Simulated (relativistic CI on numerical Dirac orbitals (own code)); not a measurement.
**Ag²⁺: 4p photoemission**

Computed with this model: Dirac-Coulomb-Breit CI, KLI orbitals optimised for each configuration, a model potential for QED, multiplet model of photoemission in the sudden approximation, unscaled Slater integrals; configurations [Kr] 4d9 → [Ar] 3d10 4s2 4p5 4d9; 300 K; Lorentzian 1.2 eV and Gaussian 0.6 eV FWHM. Energies are those of the free ion, without screening or charge transfer. The energies are binding energies and can lie tens of eV above those of solids. S is read from ⟨S²⟩ = S(S + 1).

Field parameters in Wybourne normalisation: D4h B²₀ = −7Ds, B⁴₀ = 21(Dq − Dt), B⁴₄ = 21√(5/14) Dq. The field is a parameter set, without covalency.

free ion: ground-state S = 0.50, centroid 93.98 eV. Peaks (eV, height): 88.6 (100), 94.6 (81), 97.8 (53), 102.4 (56).

D4h, 10Dq = 19100, Ds = -1500, Dt = 90 cm⁻¹: ground-state S = 0.50, centroid 94.00 eV. Peaks (eV, height): 89.6 (100), 96.0 (56), 99.0 (18), 102.4 (36).

D4h, 10Dq = 19100, Ds = 3000, Dt = 90 cm⁻¹: ground-state S = 0.50, centroid 94.00 eV. Peaks (eV, height): 89.8 (100), 92.2 (44), 96.0 (51), 99.2 (17), 102.6 (37).

Strongest unbroadened transitions for free ion:

```csv
Energy (eV),Relative strength
88.54,100.0
89.74,36.5
90.47,23.7
92.68,17.7
93.29,7.3
94.61,76.5
95.19,3.7
95.75,19.7
97.79,53.2
102.22,6.3
102.42,55.3
```
